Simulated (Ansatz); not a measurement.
Pulling on the Ge1–Br3 bond in BrFGe (SMILES [F][Ge][Br]) (multiplicity 1 held, fragments rigid). Energies count from the point at 2.367 Å.
Geometry at that point (charge 0, multiplicity 1):
```xyz
3

Ge     0.54013    -0.45604     0.81246
F      1.49052    -1.32798    -0.38783
Br    -0.87711     0.75843    -0.64309
```

R- and RO- levels are restricted; in cc, def2 and unpolarised 6-31G sets they are followed outwards from rest. Unrestricted levels (U-) break spin symmetry where that is lower. Active spaces are followed from a long bond inwards. Levels need not reach the same state.

Frozen-core correlation. Filled d and f shells under p-block atoms count as core.

The values were computed with Ansatz (a program for electronic structure). 

Energies in kJ/mol.

```csv
R (Å),R-PBE/cc-pVTZ,U-r2SCAN/cc-pVTZ,R-B3LYP/cc-pVTZ,U-MP2/cc-pVTZ,R-CCSD(T)/cc-pVTZ,"FIC-MRCISD+Q on CASSCF(6,4)/cc-pVTZ"
1.894,236,221,238,237,241,236
2.130,41,34,41,37,39,37
2.367,0,0,0,0,0,0
2.604,20,26,20,27,26,24
2.840,63,74,63,78,74,72
3.195,133,150,135,161,155,152
3.550,194,216,199,283,226,223
4.142,267,288,277,351,309,305
4.734,309,319,326,366,326,338
5.444,336,335,360,370,167,347
6.391,352,343,382,371,-167,348
7.574,361,347,396,371,-250,348
```

Doubts at one or more of the structures used: a restricted determinant that unrestricted orbitals would lower (R-PBE/cc-pVTZ, R-B3LYP/cc-pVTZ, R-CCSD(T)/cc-pVTZ); a spin-contaminated determinant (U-r2SCAN/cc-pVTZ, U-MP2/cc-pVTZ); T1 above 0.05 (R-CCSD(T)/cc-pVTZ); other coupled-cluster roots lie near (R-CCSD(T)/cc-pVTZ); active orbitals that take no part (FIC-MRCISD+Q on CASSCF(6,4)/cc-pVTZ).
